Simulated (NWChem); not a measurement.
System: AlHSCl$_{2}$; SMILES [Cl][Al]([SH])[Cl]

```xyz
5

Al    -0.0115    -0.0291     0.0004
Cl     0.3373    -2.0860    -0.0008
Cl    -1.9737     0.6930     0.0004
S      1.6750     1.3259     0.0015
H      0.8841     2.4233     0.0020
```
Atoms are numbered in this order, from 1.

Computed with NWChem. Pople sets run with spherical d functions. STO-3G and 3-21G are far too small for this property and stand as cheap habits. The geometry was optimised at PBE0/def2-SVP. Field at 589 nm.

Order these runs by computing time, cheapest first, and give rough ratios: B3LYP/aug-cc-pVDZ; B3LYP/def2-SVP; B3LYP/STO-3G.

B3LYP/STO-3G (1), B3LYP/def2-SVP (4), B3LYP/aug-cc-pVDZ (70). Ratios are rough, from one shared machine; the cheapest took around 15 core-seconds (rough). What differs between the cheapest and the dearest: isotropic polarisability (bohr³) 27.3 → 75.5; anisotropy (bohr³) 30.3 → 26.1.
